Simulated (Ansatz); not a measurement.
Reactions of C2BrF3 (`FC(F)=C(F)Br`).

Program: Ansatz. Geometries: PBE0-D4/def2-TZVP. ΔE: electronic, gas phase. CBS: MP2 limit from def2 TZ/QZ plus the TZ coupled-cluster correction, frozen cores. This one scheme is used for every species, atoms too. For atomizations the MP2-based limit and the directly extrapolated one differ by several kJ/mol either way, and by 10 to 25 for some Ge, Se and Sn compounds, so smaller differences from it don't rank the levels. Double bonds are as drawn, so ΔE can hold a change between cis and trans. Functionals use def2-TZVPP. No spin–orbit coupling; open shells (•) take unrestricted orbitals. Spin–orbit coupling would lower the free atoms: a little for C, F; clearly for Br. def2 core potentials past Kr. For Br, I outer-core shells are correlated without core-valence functions, so the limit isn't a true one: a few kJ/mol of doubt a bond, and 10 to 20 or more in all where bonds break to atoms. Scalar relativity is left out up to krypton.

| reaction | CCSD(T)/CBS(def2) (kJ/mol) |
| --- | --- |
| `FC(F)=C(F)Br` → Br• + 2 C• + 3 F• | 2284 |
| `FC(F)=C(F)Br` + HI → `F/C(Br)=C(/F)I` + H–F | -35 |
| `FC(F)=C(F)Br` + HCl → `FC(F)=C(F)Cl` + HBr | 4 |
| `FC(F)=C(F)Br` + HI → `FC(F)=C(F)I` + HBr | ? |
| `FC(F)=C(F)Br` + H₂ → `F/C=C(\F)Br` + H–F | -110 |

(1) Fill in the missing values. (An estimate is asked.)

Largest T1 diagnostic: 0.012, for `FC(F)=C(F)Cl`.

Results:

(1) Ansatz gave: `FC(F)=C(F)Br` + HI → `FC(F)=C(F)I` + HBr: -13.4 kJ/mol.
